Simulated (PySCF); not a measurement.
Computed shifts of a molecule ClH5OSi2, KT2/pcSseg-1 run with PySCF, GIAO, gas phase, atoms alike by connectivity averaged where their shifts nearly agree, in ppm (number of nuclei): ²⁹Si: -10.7 (1), -32.8 (1). ¹H: 5.92 (2), 5.43 (3). References: ²⁹Si against TMS (σ = 361.9 ppm); ¹⁷O against H2O (σ = 330.4 ppm); ³⁵Cl against HCl (σ = 945.4 ppm); ¹H against TMS (σ = 31.47 ppm), references at their B3LYP-D3(BJ)/def2-TZVP geometries, non-relativistic (without spin–orbit terms, shifts of atoms bonded to Cl or Br come out too high). Geometry: B3LYP-D3(BJ)/def2-SVP. One conformer was computed; it need not be the lowest.

Identify the compound among the candidates.
(A) O[SiH2][SiH2]Cl
(B) [SiH3]O[SiH2]Cl
(C) O[Si@@H]([SiH3])Cl

B, [SiH3]O[SiH2]Cl
